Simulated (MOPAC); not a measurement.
Input file for MOPAC: PM6 on CH3FGeO (SMILES C[O][Ge][F]), a point of a torsion scan.

```
PM6 1SCF PRECISE CHARGE=0 THREADS=1
CH3FGeO

C     -0.95530092 1    -0.10521479 1     0.18165125 1
O      0.31592433 1     0.49118159 1     0.06383243 1
Ge     1.94121021 1     0.98065979 1    -0.13150811 1
F      2.27586788 1     0.47636983 1    -1.89326777 1
H     -1.14598218 1    -0.76031930 1    -0.67003134 1
H     -1.71598327 1     0.67756116 1     0.20947517 1
H     -1.00203500 1    -0.68588871 1     1.10486074 1
```

Program output:

```
*******************************************************************************
 **                                                                           **
 **                              MOPAC v23.2.5                                **
 **                                                                           **
 *******************************************************************************
 ** MOPAC's Digital Object Identifier: https://doi.org/10.5281/zenodo.6511958 **
 **                                                                           **
 ** Please cite the open-source release paper for use of this MOPAC version:  **
 ** J. E. Moussa and J. J. P. Stewart (2026)                                  **
 ** MOPAC: An open-source semiempirical molecular orbital program             **
 ** J. Open Source Softw., 11(119), 8025, https://doi.org/10.21105/joss.08025 **
 *******************************************************************************

                              PM6 CALCULATION RESULTS

 *******************************************************************************
 *  PM6        - The PM6 Hamiltonian to be used
 *
 *
 *
 *                 CHARGE ON SYSTEM = 0
 *
 *
 *
 *  PRECISE    - TIGHTER CRITERIA TO BE USED
 *  1SCF       - DO 1 SCF AND THEN STOP
 *  THREADS=1  - MULTI-THREADING NOT USED
 *  T=         - A TIME OF 172800.0 SECONDS REQUESTED
 *  DUMP=N     - RESTART FILE WRITTEN EVERY 7200.0 SECONDS REQUESTED
 *******************************************************************************
PM6 1SCF PRECISE CHARGE=0 THREADS=1
 CH3FGeO

   ATOM   CHEMICAL          X               Y               Z
  NUMBER   SYMBOL      (ANGSTROMS)     (ANGSTROMS)     (ANGSTROMS)

     1       C         -0.95530092  *  -0.10521479  *   0.18165125  *
     2       O          0.31592433  *   0.49118159  *   0.06383243  *
     3      Ge          1.94121021  *   0.98065979  *  -0.13150811  *
     4       F          2.27586788  *   0.47636983  *  -1.89326777  *
     5       H         -1.14598218  *  -0.76031930  *  -0.67003134  *
     6       H         -1.71598327  *   0.67756116  *   0.20947517  *
     7       H         -1.00203500  *  -0.68588871  *   1.10486074  *



          CARTESIAN COORDINATES

    NO.       ATOM           X           Y           Z

     1         C         -0.9553     -0.1052      0.1817
     2         O          0.3159      0.4912      0.0638
     3        Ge          1.9412      0.9807     -0.1315
     4         F          2.2759      0.4764     -1.8933
     5         H         -1.1460     -0.7603     -0.6700
     6         H         -1.7160      0.6776      0.2095
     7         H         -1.0020     -0.6859      1.1049

 General Reference for PM6:
 "Optimization of Parameters for Semiempirical Methods V: Modification of NDDO Approximations
 and Application to 70 Elements", J. J. P. Stewart, J. Mol. Mod., 13, 1173-1213 (2007)
 URL: https://link.springer.com/article/10.1007/s00894-007-0233-4

           Empirical Formula: C H3 O Ge F  =     7 atoms



      MOLECULAR POINT GROUP   :   C1


      RHF CALCULATION, NO. OF DOUBLY OCCUPIED LEVELS = 12


 -------------------------------------------------------------------------------
 PM6 1SCF PRECISE CHARGE=0 THREADS=1
 CH3FGeO



     1SCF WAS SPECIFIED, SO BFGS WAS NOT USED
     SCF FIELD WAS ACHIEVED


                              PM6 CALCULATION
                                                       MOPAC v23.2.5 Linux




          FINAL HEAT OF FORMATION =       -114.78735 KCAL/MOL =    -480.27027 KJ/MOL


          COSMO AREA              =        116.73 SQUARE ANGSTROMS
          COSMO VOLUME            =        103.21 CUBIC ANGSTROMS

          IONIZATION POTENTIAL    =          9.871411 EV
          HOMO LUMO ENERGIES (EV) =         -9.871 -0.307
          NO. OF FILLED LEVELS    =         12
          MOLECULAR WEIGHT        =        122.6225         POINT GROUP:  C1

          MOLECULAR DIMENSIONS (Angstroms)

            Atom       Atom       Distance
            H     7    F     4     4.59176
           Ge     3    H     5     2.75580
            H     7    H     6     1.66723


          SCF CALCULATIONS        =          1





   ATOM   CHEMICAL          X               Y               Z
  NUMBER   SYMBOL      (ANGSTROMS)     (ANGSTROMS)     (ANGSTROMS)

     1       C         -0.95530092  *  -0.10521479  *   0.18165125  *
     2       O          0.31592433  *   0.49118159  *   0.06383243  *
     3      Ge          1.94121021  *   0.98065979  *  -0.13150811  *
     4       F          2.27586788  *   0.47636983  *  -1.89326777  *
     5       H         -1.14598218  *  -0.76031930  *  -0.67003134  *
     6       H         -1.71598327  *   0.67756116  *   0.20947517  *
     7       H         -1.00203500  *  -0.68588871  *   1.10486074  *

                             CARTESIAN COORDINATES

   1    C       -0.955300920    -0.105214790     0.181651250
   2    O        0.315924330     0.491181590     0.063832430
   3   Ge        1.941210210     0.980659790    -0.131508110
   4    F        2.275867880     0.476369830    -1.893267770
   5    H       -1.145982180    -0.760319300    -0.670031340
   6    H       -1.715983270     0.677561160     0.209475170
   7    H       -1.002035000    -0.685888710     1.104860740


           Empirical Formula: C H3 O Ge F  =     7 atoms



      MOLECULAR POINT GROUP   :   C1


                  EIGENVALUES
 -36.14526 -28.07955 -24.52419 -18.26905 -15.58133 -15.54103 -13.81193 -13.00908
 -12.95716 -11.25122 -11.06876  -9.87141  -0.30675   1.17463   1.63455   4.28130
   5.54450   5.61170   6.05767


              NET ATOMIC CHARGES AND DIPOLE CONTRIBUTIONS

  ATOM NO.   TYPE          CHARGE      No. of ELECS.   s-Pop       p-Pop
    1          C          -0.084231        4.0842     1.08098     3.00325
    2          O          -0.711609        6.7116     1.67670     5.03490
    3         Ge           1.037745        2.9623     1.84497     1.11729
    4          F          -0.599953        7.6000     1.97175     5.62820
    5          H           0.122193        0.8778     0.87781
    6          H           0.120964        0.8790     0.87904
    7          H           0.114892        0.8851     0.88511
 DIPOLE           X         Y         Z       TOTAL
 POINT-CHG.     0.202     1.448     4.847     5.063
 HYBRID        -1.058    -0.850    -1.200     1.811
 SUM           -0.856     0.598     3.647     3.794


          ATOMIC ORBITAL ELECTRON POPULATIONS

     Atom    s        px        py        pz
    1  C   1.08098   0.82405   1.06051   1.11869
    2  O   1.67670   1.38286   1.75338   1.89866
    3 Ge   1.84497   0.40997   0.28080   0.42652
    4  F   1.97175   1.96220   1.94250   1.72350
    5  H   0.87781
    6  H   0.87904
    7  H   0.88511

 **********************
 *                    *
 * JOB ENDED NORMALLY *
 *                    *
 **********************




 == MOPAC DONE ==
```

The run finished.

Cost: around 0.020 core-seconds (rough).
